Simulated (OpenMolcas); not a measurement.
Pd2+ with its 6 nearest oxide ions, on the Ca site of CaO (a = 4.8105 Å, distance in the model lattice 2.405 Å). The rest of the host is ab initio model potentials to 7.6 Å, with orthogonalisation functions on the cations behind the ligands, and point charges beyond; the distance is set by hand and nothing relaxes. Ligand basis ANO-RCC-VDZP.

| Item | Value |
| --- | --- |
| Program | OpenMolcas 26.06 |
| Method | SS-CASPT2, IPEA 0.25 Eh, imaginary shift 0.1 Eh (closed shells correlated: 4s 4p and the ligand valence shells) |
| Basis | ANO-RCC-VTZP [7s6p4d2f1g] |
| Scalar Hamiltonian | DKH2, point nucleus |
| Active space | 8 electrons in 5 orbitals (4d) |
| State averaging | 2S+1 = 3 even, 10 roots; 2S+1 = 1 even, 15 roots |
| Spin-orbit coupling | state interaction with AMFI integrals over the reference wave functions |

All ligands move together. At R = 2.24 Å the first state of the same spin is 18150 cm-1, and at R = 2.405 Å it is 16420 cm-1.

Task: A third run gives 17290 cm-1. What distance was it run at?

Result: With a power law R^-n the two known points give n = -ln(16420 / 18150) / ln(2.405 / 2.24) = 1.41. Then R = 2.24 × (18150 / 17290)^(1/1.41) = 2.318 Å. The run was at 2.298 Å, so the estimate is off by +0.020 Å.

Roots that are degenerate in the reference are averaged as groups; the widest CASPT2 spread within a group is 1200 cm-1 (the 3-fold group of multiplicity 1 near 20800 cm-1 above the lowest state of its run, R = 2.405). Shifts and gaps below about the spread of the groups concerned are not significant. Over all roots computed the reference weight is 0.67 to 0.69 in R = 2.24, 0.66 to 0.69 in R = 2.298, 0.66 to 0.68 in R = 2.405; a low but even weight reflects the number of correlated electrons. Real 4d8 and 5d8 ions are as a rule square planar and diamagnetic. Ligand-to-metal charge-transfer states are missing. With no ligand orbital active B as a rule stays too high, so bands that hang on it stand too high and its fall with covalency is understated. With one d shell and no ligand orbital active, 10Dq can be off by a tenth or more. The least metal-like active orbital is 84 % on the metal (Löwdin) and no ligand orbital is active, so the numbers are rough (holds for R = 2.24; R = 2.298). The least metal-like active orbital is 83 % on the metal (Löwdin) and no ligand orbital is active, so the numbers are rough (holds for R = 2.405). These CASPT2 states fit no ligand-field parameters well, so their order and spin gaps are uncertain (holds for R = 2.405). No measured value stands beside these numbers; the geometry was set by hand and not optimised.
